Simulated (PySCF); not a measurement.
Bonding in `CC(=O)C=C(C)C`

Compound: C6H10O.
SMILES with atom numbers: `[CH3:1][C:2](=[O:3])[CH:4]=[C:5]([CH3:6])[CH3:7]` (hydrogens: H8, H9, H10 on C1; H11 on C4; H12, H13, H14 on C6; H15, H16, H17 on C7)

Geometry (PBE0-D3(BJ)/def2-TZVP, Å), atoms numbered from 1 in this order:
```
atom  x, y, z in Å
C1     2.8373   -0.1781    0.1273
C2     1.4280   -0.6837   -0.0591
O3     1.2081   -1.8686   -0.2085
C4     0.3915    0.3641   -0.0481
C5    -0.9404    0.1941   -0.0328
C6    -1.6307   -1.1275   -0.0356
C7    -1.8458    1.3820   -0.0140
H8     3.0988    0.5049   -0.6865
H9     2.9185    0.3910    1.0578
H10    3.5326   -1.0148    0.1417
H11    0.7684    1.3833   -0.0297
H12   -2.4873   -1.1045    0.6440
H13   -2.0313   -1.3230   -1.0370
H14   -0.9616   -1.9448    0.2161
H15   -2.4489    1.3837    0.8999
H16   -1.2981    2.3226   -0.0728
H17   -2.5525    1.3336   -0.8490
```

Bond orders from the PBE0/pcSseg-2 density (PySCF). The structure is a single PBE0-D3(BJ)/def2-TZVP conformer in the gas phase; no vibrational or solvent corrections.

(1) How far do the computed orders between heavy atoms stray from the drawn ones?

(2) Give the Mayer order of every bond between heavy atoms, beside its length.

## Answers

(1) The largest departure is 0.332, at C4–C5 (drawn double, 1.668). Drawn double or triple, more than 0.30 short of the drawn order: C4–C5 (1.668).

(2) 
| bond | drawn as | length (Å) | Mayer order |
| --- | --- | --- | --- |
| C1–C2 | single | 1.509 | 0.961 |
| C2–O3 | double | 1.214 | 1.918 |
| C2–C4 | single | 1.474 | 1.075 |
| C4–C5 | double | 1.343 | 1.668 |
| C5–C6 | single | 1.491 | 1.063 |
| C5–C7 | single | 1.494 | 1.013 |

Bonds between the same two heavy elements. C–C: lowest C1–C2 (0.961, 1.509 Å), highest C4–C5 (1.668, 1.343 Å).

Problem. And the bonds to hydrogen?

Solution. C–H: 0.97 to 1.04 (10 bonds).

Problem. Sum the orders of all bonds at each heavy atom with more than one neighbour and set the sums beside the valence in the SMILES.

Solution. C1 3.921 (drawn 4), C2 3.954 (drawn 4), C4 3.783 (drawn 4), C5 3.744 (drawn 4), C6 3.999 (drawn 4), C7 3.973 (drawn 4). Orders between atoms that aren't bonded are not in these sums.

The Mayer order sums products of elements of PS (density times overlap matrix) between the two atoms' basis functions, so it depends on the basis set.
